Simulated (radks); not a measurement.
Values are calculated unless marked as measured or tabulated.
Ir II, 76 electrons, occupied as [Xe] 4f14 5d7 6p1 (not the ground configuration).

Code: a radial shooting solver on a logarithmic mesh with Libxc functionals. Model: Dirac Kohn-Sham, PBE, spin-unpolarised, spherical densities, finite nucleus; open shells fill j = l - 1/2 first; Fermi nuclear charge, rms radius 5.4032 fm.

Energy parts (eV):
| part | energy |
|---|---|
| total | -485832.87 |
| kinetic | 553320.51 |
| electron-nucleus | -1218366.95 |
| Hartree | 188699.21 |
| exchange-correlation | -9485.64 |

Orbitals (lengths in bohr, moments of r in powers of bohr; <r^-3> diverges for s and p1/2; r(90%) holds 90 % of the orbital's charge):
orbital	occ.	eigenvalue (eV)	r(90%)	<r^-3>
1s1/2	2	-75992.30	0.0318	-
2s1/2	2	-13292.00	0.114	-
2p1/2	2	-12736.57	0.100	-
2p3/2	4	-11109.09	0.111	18750
3s1/2	2	-3115.743	0.279	-
3p1/2	2	-2866.087	0.271	-
3p3/2	4	-2509.743	0.292	4312
3d3/2	4	-2091.610	0.265	750.2
3d5/2	6	-2014.599	0.271	628.6
4s1/2	2	-671.9065	0.608	-
4p1/2	2	-566.4125	0.620	-
4p3/2	4	-482.1376	0.668	1022
4d3/2	4	-308.9176	0.706	158.0
4d5/2	6	-293.2725	0.722	129.5
5s1/2	2	-107.0195	1.40	-
5p1/2	2	-73.9194	1.55	-
4f5/2	6	-73.0185	0.863	25.73
4f7/2	8	-69.8997	0.876	24.47
5p3/2	4	-60.3707	1.70	161.1
5d3/2	4	-17.1012	2.52	13.36
5d5/2	3	-15.8240	2.63	10.54
6p1/2	1	-8.5803	5.00	-
6p3/2	0	-7.5331	5.48	12.34

The highest occupied level is 6p1/2 at -8.580 eV. The density falls to 0.001 e/bohr^3 at r = 4.34 bohr. Summed over all electrons, <r^2> = 56.42 bohr^2, which gives a Langevin (diamagnetic) susceptibility term of -44.7 x 10^-6 cm^3/mol. The electron density at the nucleus is 1.821e+06 e/bohr^3.
